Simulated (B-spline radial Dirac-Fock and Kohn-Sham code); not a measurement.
## Al⁺ 2p1/2: cross section and angular parameters

System: Al⁺ in the configuration 1s2 2s2 2p6 3s2; threshold 89.36 eV (orbital energy of the model). Level of theory: Dirac-Hartree-Slater photoionisation with a Latter tail; cross sections with all multipoles, angular parameters from the dipole term and its interference with E2; a B-spline atomic structure program.

| hν (eV) | σ (kb) | β | γ | δ |
| --- | --- | --- | --- | --- |
| 150 | 1300 | 1.317 | 0.020 | 0.011 |
| 194 | 781 | 1.441 | 0.062 | 0.012 |
| 245 | 454 | 1.484 | 0.108 | 0.014 |
| 257 | 405 | 1.487 | 0.118 | 0.014 |
| 258 | 401 | 1.487 | 0.119 | 0.014 |
| 400 | 130 | 1.452 | 0.221 | 0.019 |
| 427 | 109 | 1.438 | 0.238 | 0.020 |
| 800 | 17.6 | 1.237 | 0.404 | 0.035 |
| 1010 | 8.57 | 1.138 | 0.468 | 0.045 |
| 1090 | 6.74 | 1.103 | 0.488 | 0.049 |
| 1110 | 6.36 | 1.095 | 0.493 | 0.050 |
| 1380 | 3.16 | 0.993 | 0.549 | 0.062 |
| 1486.9 | 2.47 | 0.958 | 0.568 | 0.067 |
| 2130 | 0.740 | 0.787 | 0.651 | 0.096 |
| 2930 | 0.245 | 0.644 | 0.719 | 0.130 |
| 2984.4 | 0.230 | 0.636 | 0.723 | 0.132 |
| 3650 | 0.112 | 0.555 | 0.765 | 0.157 |
| 4000 | 0.0808 | 0.520 | 0.785 | 0.169 |
| 4200 | 0.0677 | 0.503 | 0.796 | 0.176 |
| 4770 | 0.0426 | 0.459 | 0.825 | 0.194 |
| 4960 | 0.0369 | 0.446 | 0.834 | 0.200 |
| 5750 | 0.0214 | 0.399 | 0.871 | 0.224 |
| 8047.8 | ? | ? | ? | ? |
| 9380 | 0.00337 | 0.267 | 1.012 | 0.316 |
| 10800 | 0.00196 | 0.233 | 1.055 | 0.347 |

Problem. Give the values at Cu Kα (8047.8 eV).

Solution. σ = 0.00606 kb, β = 0.305, γ = 0.965, δ = 0.285.

Values without a named source are computed, but for edge energies of neutral atoms, which are taken from tables.
